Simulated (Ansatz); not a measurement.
Abridged output of a molecular run in Ansatz:

```
Functional definition: HF
2050 factors; integrals over basis functions are off by at most 9.7e-4 eV
mean field evaluation 1: about -18202.0979 eV, gradient 6.3e1 eV
mean field evaluation 2: about -18202.4784 eV, gradient 6.3e1 eV
mean field evaluation 4: about -18209.5164 eV, gradient 4.3e0 eV
mean field evaluation 8: about -18209.5991 eV, gradient 2.5e-1 eV
mean field -18209.59930575 eV, -669.1904315767 hartree, gradient 2.4e-6 eV, S^2 0.000000; 0 other end points of the search recorded, 0 dependent functions left out
11 core orbitals not correlated: weight in the atoms' cores, before any rotation towards them, 1.000 or more for the frozen orbitals, at most 0.000 for the correlated occupied ones
reference -18209.59930575 eV, -669.1904315767 hartree; 22, 22 occupied and 307, 307 virtual orbitals, 2050 factors
second order -38.53909206 eV of doubles, -0.00000000 eV of singles
cycle   1  -38.51044772 eV  change    2.9e-2 eV  update   1.2e-1
cycle   2  -39.31218107 eV  change   -8.0e-1 eV  update   3.2e-2
cycle   3  -39.48686113 eV  change   -1.7e-1 eV  update   1.6e-2
cycle   4  -39.46800202 eV  change    1.9e-2 eV  update   3.1e-3
cycle   5  -39.46714543 eV  change    8.6e-4 eV  update   1.4e-3
cycle   6  -39.46816688 eV  change   -1.0e-3 eV  update   3.8e-4
cycle   7  -39.46796471 eV  change    2.0e-4 eV  update   1.4e-4
cycle   8  -39.46788385 eV  change    8.1e-5 eV  update   4.0e-5
cycle   9  -39.46788440 eV  change   -5.5e-7 eV  update   1.4e-5
perturbative correction -1.41831940 eV, -0.0521222766 hartree
Total energy: -18250.48550955 eV, -670.6929718527 hartree
```

Its atoms:

Cartesian coordinates in Å:
```
C 0.117 -1.505 1.616
C 0.098 -0.011 1.403
O 0.757 0.339 0.195
Si -0.002 0.694 -1.196
O -1.142 -0.453 -1.423
O -0.795 2.121 -1.221
O 1.151 0.772 -2.347
H -0.427 -2.011 0.817
H 1.145 -1.876 1.628
H -0.351 -1.758 2.570
H -0.934 0.359 1.398
H 0.623 0.502 2.214
H -1.856 -0.231 -2.022
H -0.261 2.904 -1.363
H 1.878 0.154 -2.266
```

Task: Which basis set was used?
A. cc-pV(D+d)Z
B. def2-SVPD
C. def2-QZVPP
D. def2-TZVPP

Result: D. It gives 340 functions.

Task: Write the keys of the input that set method, charge and spin (a neutral closed shell needs none for the last two).

Result: 
```yaml
correlation: {method: ccsd_t}
```
